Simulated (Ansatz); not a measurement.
One change: `[NH2][In]([Cl])[Cl]` becomes `[SiH3][O][In]([Cl])[Cl]`.

Ansatz, PBE0-D4/def2-TZVP geometries, multiplicity 1. Each molecule was computed in one conformer, which needn't be the lowest.

Elements past krypton have def2 core potentials.

```json
{"property": "LUMO energy (PBE0/def2-TZVPP) / eV", "`[NH2][In]([Cl])[Cl]`": "-2.07"}
{"property": "HOMO energy (B3LYP/def2-TZVPP) / eV", "`[NH2][In]([Cl])[Cl]`": "-7.84"}
{"property": "size of the dipole moment (PBE/def2-TZVPP) / D", "`[NH2][In]([Cl])[Cl]`": "2.92"}
{"property": "size of the dipole moment (ωB97M-V/def2-TZVPP) / D", "`[NH2][In]([Cl])[Cl]`": "2.88"}
{"property": "size of the dipole moment (B3LYP/def2-TZVPP) / D", "`[NH2][In]([Cl])[Cl]`": "2.92"}
{"property": "HOMO–LUMO gap (PBE/def2-TZVPP) / eV", "`[NH2][In]([Cl])[Cl]`": "3.76"}
```

(1) What does the change do to each property? (An estimate is asked.)

Answers

(1) Ansatz gave: 
| property | `[SiH3][O][In]([Cl])[Cl]` | shift |
| --- | --- | --- |
| LUMO energy (PBE0/def2-TZVPP) / eV | -2.74 | -0.67 |
| HOMO energy (B3LYP/def2-TZVPP) / eV | -8.60 | -0.76 |
| size of the dipole moment (PBE/def2-TZVPP) / D | 0.26 | -2.66 |
| size of the dipole moment (ωB97M-V/def2-TZVPP) / D | 0.24 | -2.64 |
| size of the dipole moment (B3LYP/def2-TZVPP) / D | 0.28 | -2.64 |
| HOMO–LUMO gap (PBE/def2-TZVPP) / eV | 3.76 | 0.00 |

With PBE0 the HOMO falls by 0.72 eV and the LUMO falls by 0.67 eV, so the gap widens by about 0.05 eV. PBE moves the HOMO by -0.69 eV and ωB97M-V by -0.69 eV. Dipoles are sizes alone; their direction can turn.

B3LYP here is the variant with VWN-RPA as its local correlation; programs differ in this.
